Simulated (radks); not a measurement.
Values are calculated unless marked as measured or tabulated.
The copper ion Cu2+ inside a hard spherical wall (all orbitals vanish at R), configuration held at [Ar] 3d9 and not refilled when levels cross. Code: a radial shooting solver on a logarithmic mesh with Libxc functionals. Model: non-relativistic Kohn-Sham, LDA (Slater exchange, Perdew-Wang correlation), spin-unpolarised, spherical densities, point nucleus. Eigenvalues in eV, with the zero of energy where the potential of the charges vanishes at infinity; a dash marks a level that is unbound or too diffuse for the functional's potential to be trusted. A positive occupied level is held by the wall or, in an anion where self-interaction has pushed it up, behind a barrier. The pressure on the wall is -dE/dV.

| R (bohr) | E (hartree) | kinetic (hartree) | e(2p) | e(3s) | e(3p) | e(3d) | e(4s, empty) | e(4p, empty) | pressure (GPa) |
|---|---|---|---|---|---|---|---|---|---|
| free | -1636.67052 | 1634.929 | -936.93 | -136.06 | -96.556 | -30.193 | -22.135 | -15.264 | 0 |
| 7 | -1636.67052 | 1634.929 | -936.93 | -136.06 | -96.555 | -30.193 | -22.130 | -15.219 | 0.000528 |
| 6 | -1636.67047 | 1634.929 | -936.92 | -136.06 | -96.551 | -30.189 | -22.093 | -15.064 | 0.00981 |
| 5 | -1636.66976 | 1634.937 | -936.88 | -136.02 | -96.510 | -30.148 | -21.853 | -14.430 | 0.181 |
| 4 | -1636.66116 | 1635.011 | -936.48 | -135.68 | -96.176 | -29.818 | -20.451 | -11.912 | 3.39 |
| 3 | -1636.55982 | 1635.640 | -933.71 | -133.45 | -93.992 | -27.541 | -12.635 | -1.193 | 71.8 |
| 2.5 | -1636.27469 | 1637.119 | -928.59 | -129.62 | -90.217 | -23.350 | 1.163 | 15.466 | 390 |
| 2 | -1635.08474 | 1642.715 | -914.48 | -119.88 | -80.334 | -11.817 | 39.544 | 58.016 | 2750 |
| 1.5 | -1628.68304 | 1669.160 | -869.30 | -89.097 | -47.822 | 25.580 | 166.19 | 187.34 | 29300 |
